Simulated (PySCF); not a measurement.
Work out the structure from these simulated measurements.

Formula: C4H10O3Si.

| Item | Value |
| --- | --- |
| 1H NMR | chemical shifts (computed TMS as zero) by class: 4.99 (2 H), 3.51 (3 H), 3.21 (2 H), 2.15 (3 H) ppm [GIAO PBE0/pcSseg-1] |
| NMR, other nuclei | isotropic shieldings of nuclei other than C and H, by class: -135 (1 O), 139 (1 O), 332 (1 O), 370 (1 Si) ppm [GIAO PBE0/pcSseg-1] |
| 13C NMR | chemical shifts (computed TMS as zero) by class: 176.8 (1 C), 66.3 (1 C), 65.6 (1 C), 24.2 (1 C) ppm [GIAO PBE0/pcSseg-1] |
| Rotational structure | rotational constants A, B, C: 3.718, 0.770, 0.679 GHz [GFN2-xTB] |
| Dipole | 3.13 D [PBE0/pcSseg-1] |

Electronic properties: PySCF, gas phase, density fitting. Levels stand in brackets. Geometry: GFN2-xTB, one conformer, isolated molecule. Each NMR value is the plain mean over a class of atoms that symmetry, rotation or inversion makes alike.

Problem. Propose a structure and show how it fits.

Solution. Numbering: `[CH3:1][O:2][CH2:3][SiH2:4][O:5][C:6]([CH3:7])=[O:8]`. Its formula, C4H10O3Si, gives 1 degree of unsaturation: 0 rings and 1 π bond in the structure found. 4 carbons fall into 4 classes; from least to most shielded: carbonyl carbon [C6] (176.8 ppm), sp3 carbon bound to oxygen [C3] (66.3 ppm), methoxy carbon [C1] (65.6 ppm), methyl carbon next to a carbonyl [C7] (24.2 ppm). Hydrogen classes from least to most shielded: 2 H on an oxygen-bound silicon, Si4 (4.99 ppm), 3 H on a methoxy carbon, C1 (3.51 ppm, a mean of values up to 0.7 ppm apart in this geometry), 2 H on an sp3 carbon bound to oxygen, C3 (3.21 ppm), 3 H on a methyl carbon next to a carbonyl, C7 (2.15 ppm). The other shieldings belong to: -135 ppm, carbonyl oxygen [O8]; 139 ppm, oxygen singly bound to a carbonyl carbon [O5]; 332 ppm, ether oxygen [O2]; 370 ppm, oxygen-bound silicon [Si4]. The optimised geometry has point group C1 and is an asymmetric top. Structure: `COC[SiH2]OC(C)=O`. Computed isomers that give other values at the same levels: `CO/C=C(\OC)O[SiH3]` (13C chemical shifts (computed TMS as zero) by class: 154.9 (1 C), 118.5 (1 C), 62.2 (1 C), 58.7 (1 C) ppm); `COC(=O)[C@H](C)O[SiH3]` (13C chemical shifts (computed TMS as zero) by class: 186.3 (1 C), 70.6 (1 C), 54.6 (1 C), 23.9 (1 C) ppm); `CO[SiH](OC)C(C)=O` (13C chemical shifts (computed TMS as zero) by class: 249.3 (1 C), 52.6 (2 C), 40.0 (1 C) ppm). The assignments are read from this structure; whether some other isomer fits the data as well wasn't checked.

Shape of the structure used: `[CH3:1][O:2][CH2:3][SiH2:4][O:5][C:6]([CH3:7])=[O:8]`: C1–O2–C3–Si4 180°, O2–C3–Si4–O5 -76°, C3–Si4–O5–C6 176°, Si4–O5–C6–C7 -178°.
